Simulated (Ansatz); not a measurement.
Basis-set series for CH7AlSiSn, SMILES `[CH3][SnH]1[AlH][SiH2]1`. Charge 0, multiplicity 1. Sn: def2 effective core potential. The geometry is a stationary point of PBE0-D4/def2-TZVP.

```xyz
11

C    -1.698    1.105    0.716
Sn   -0.505   -0.644    0.353
Al    2.058   -1.214    0.594
Si    1.396   -0.135   -1.424
H    -2.454    1.192   -0.063
H    -2.186    1.021    1.688
H    -1.057    1.985    0.704
H    -1.569   -1.987    0.189
H     2.992   -2.325    1.241
H     1.410    1.330   -1.111
H     1.615   -0.327   -2.888
```

```
functional       basis  functions  energy (Eh)  HOMO (eV)  LUMO (eV)
   PBE0-D4    def2-SVP        111   -788.01040      -6.02      -2.35
   PBE0-D4  def2-TZVPP        263   -788.25064      -6.02      -2.35
   ωB97M-V    def2-SVP        111   -788.14776      -7.76      -0.65
   ωB97M-V  def2-TZVPP        263   -788.39263      -7.81      -0.71
```

(1) Give the rows for def2-QZVPP. (An estimate is asked.)

Results:

(1) Ansatz gave: 
```json
{"functional": "PBE0-D4", "basis": "def2-QZVPP", "functions": "489", "energy (Eh)": "-788.27129", "HOMO (eV)": "-6.03", "LUMO (eV)": "-2.36"}
{"functional": "ωB97M-V", "basis": "def2-QZVPP", "functions": "489", "energy (Eh)": "-788.41293", "HOMO (eV)": "-7.82", "LUMO (eV)": "-0.76"}
```
